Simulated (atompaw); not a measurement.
# Before and after: PAW (atompaw) potential for tungsten (W)

tungsten (W), PAW, made with atompaw 4.2.0.5 (LDA (PW92), scalar-relativistic). Core [Xe] 4f14, reference 5d4 6s1.75 6p0 (charge +0.25). Waves: 6s (bound): rc 3.00 bohr; 6s channel at 4.65 Ry: rc 3.00 bohr; 6p (bound, empty): rc 3.00 bohr; 6p channel at 3.4 Ry: rc 3.00 bohr; 5d (bound): rc 3.00 bohr; 5d channel at 3.3 Ry: rc 3.00 bohr; 5f channel at 0.1 Ry: rc 3.00 bohr. Local part: troulliermartins scheme with l = 4 at 0.5 Ry, radius 2.85 bohr. Core correction: smooth core density matched at 2.95 bohr. Augmentation charge: sinc compensation charge, radius 2.75 bohr; PAW radius 3.00 bohr; waves and projectors: custom rrkj vanderbiltortho.

All-electron outer shells of the reference configuration (LDA (PW92), scalar-relativistic, ld1.x):

| shell | level (eV) | outermost node (bohr) | outermost maximum (bohr) |
| --- | --- | --- | --- |
| 5p | -45.17 | 0.57 | 1.09 |
| 4f | -35.24 | – | 0.43 |
| 6s | -7.47 | 1.28 | 2.61 |
| 5d | -6.41 | 0.63 | 1.50 |
| 6p | -2.75 | 1.53 | 3.61 |

Change: reference 5d4 6s2 6p0; added wave 5f channel at 1.9 Ry: rc 3.00 bohr.

Cutoffs: the cutoffs (Ry, on a coarse ladder) from which the occupation-weighted sum of valence levels, in a spherical-Bessel basis at the reference potential, stays within 10 and 1 mRy of its value at 400 Ry; they do not see the model core or the augmentation charge, which bear on the density cutoff.

Question: What does the change do?

Answer: The potential gets neither clearly harder nor softer (10 Ry and 15 Ry → 10 Ry and 15 Ry); the range in which the d phases agree widens (upper end 1.7 → at the end of the scan); neither file shows a bound ghost.

```tsv
quantity	base	changed
cutoff, loose	10 Ry	10 Ry
cutoff, tight	15 Ry	15 Ry
bound ghosts	none	none
s: phases at 3.01 bohr within 0.05 rad from the reference energy up to (Ry; the scan ends near 5)	to the end of the scan	to the end of the scan
p: phases at 3.01 bohr within 0.05 rad from the reference energy up to (Ry; the scan ends near 5)	4.4	4.4
d: phases at 3.01 bohr within 0.05 rad from the reference energy up to (Ry; the scan ends near 5)	1.7	to the end of the scan
f: phases at 3.01 bohr within 0.05 rad from the reference energy up to (Ry; the scan ends near 5)	3.8	3.0
lowest overlap eigenvalue by channel	s 0.02, p 0.89, d 0.78, f 0.93	s 0.02, p 0.87, d 0.78, f 0.97
```

 The cutoffs see the waves, projectors and local potential, not the compensation charge or the core.
